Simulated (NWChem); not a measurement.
System: CH₅BSe; SMILES CB[SeH]

NWChem input:

```
start job
memory heap 200 mb stack 900 mb global 1100 mb
geometry units angstroms noautoz
  B     -0.626839    -0.998159     0.000269
  H     -1.836547    -1.116601     0.000164
  C      0.331619    -2.237800     0.002183
  H      0.097803    -2.884802    -0.872481
  H      0.109792    -2.868862     0.891712
  H      1.416618    -2.014934    -0.006340
  Se     0.106035     0.786318     0.000071
  H     -1.187965     1.516265     0.000784
end
basis spherical
  * library 6-31g*
end
dft
  xc xcamb88 1.00 lyp 0.81 vwn_5 0.19 hfexch 1.00
  cam 0.33 cam_alpha 0.19 cam_beta 0.46
  iterations 150
  mulliken
end
task dft energy
```

The geometry was optimised at PBE-D3(BJ)/def2-SVP.

Problem. What results follow from this input? (CAM-B3LYP/6-31G* (spherical d).) Quantities: energy (Ha); highest occupied level (eV); orbital gap (eV); dipole (D).

Solution. 
- energy (Ha): -2467.31
- highest occupied level (eV): -8.64
- orbital gap (eV): 9.17
- dipole (D): 0.78
